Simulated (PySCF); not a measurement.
# Cd³⁺: interval between two levels

Cd³⁺ [Kr] 4d9 [2D5/2, M_J = 5/2] → Cd³⁺ [Kr] 4d8 5p1 [4G11/2, M_J = 11/2], as a difference of total energies. Calculation: PySCF 2.14, in x2c-SVPall-2c with one added diffuse shell each of s, p, d type (7s10p7d1f, 79 functions); the two-component X2C-1e Hamiltonian. Correlated levels: [Ar] 3d10 frozen; the 6 highest virtual spinors dropped. "Screened" scales the spin-orbit matrix elements by Boettger's factors to mimic the two-electron term; Breit and QED terms are absent.

| method | interval between two levels (cm⁻¹) |
| --- | --- |
| GHF (spin-free) | 174270 |
| GMP2 (spin-free) | 178080 |
| GHF (screened spin-orbit) | 174310 |
| GMP2 (screened spin-orbit) | 178160 |

The labels give the starting determinants; with spin-orbit coupling the two ends relaxed to ⟨J²⟩ = 8.75, ⟨L²⟩ = 6.02, ⟨S²⟩ = 0.77 and ⟨J²⟩ = 35.76, ⟨L²⟩ = 20.12, ⟨S²⟩ = 3.73.
